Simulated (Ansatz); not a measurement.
Reaction (redistribution): `F[SiH](Cl)C#[C][GeH3]` + `CO[SiH2]Cl` → `C[O][GeH3]` + `F[SiH](Cl)C#C[SiH2]Cl`

Program: Ansatz. Geometries: PBE0-D4/def2-TZVP. ΔE: electronic, gas phase. CCSD(T)/CBS is the MP2 limit (def2-TZVPP, def2-QZVPP) plus CCSD(T) − MP2 in def2-TZVPP, frozen cores. This one scheme is used for every species. Functionals use def2-TZVPP. For Ge outer-core shells are correlated without core-valence functions, which leaves a few kJ/mol of doubt a bond. Scalar relativity is left out up to krypton. Each species was taken in one conformer, which may not be the lowest.

```
         level  ΔE (eV)
   LDA (SPW92)     0.72
        revPBE     0.62
          BLYP     0.64
        r2SCAN     0.69
       LC-ωPBE     0.73
 CCSD/def2-SVP     0.63
 HF/def2-TZVPP     0.75
MP2/def2-QZVPP     0.73
```

Problem. What does CCSD(T)/CBS give? (Estimate.)

Solution. Computed: +0.73 eV. The listed levels differ from it by -0.01, -0.11, -0.09, -0.04, 0.00, -0.10, 0.02, 0.00 eV.

Largest T1 diagnostic among the species: 0.012.

Leaving LDA and LC-ωPBE aside and taking each functional with its dispersion term where it has one, the values, not all of them listed here, spread over 0.12 eV, from revPBE-D4 to BHLYP-D4. LDA lies +0.08 eV from PBE without D4. From BLYP to BHLYP (50 % exact exchange), in def2-TZVPP and without D4, ΔE moves by +0.10 eV.
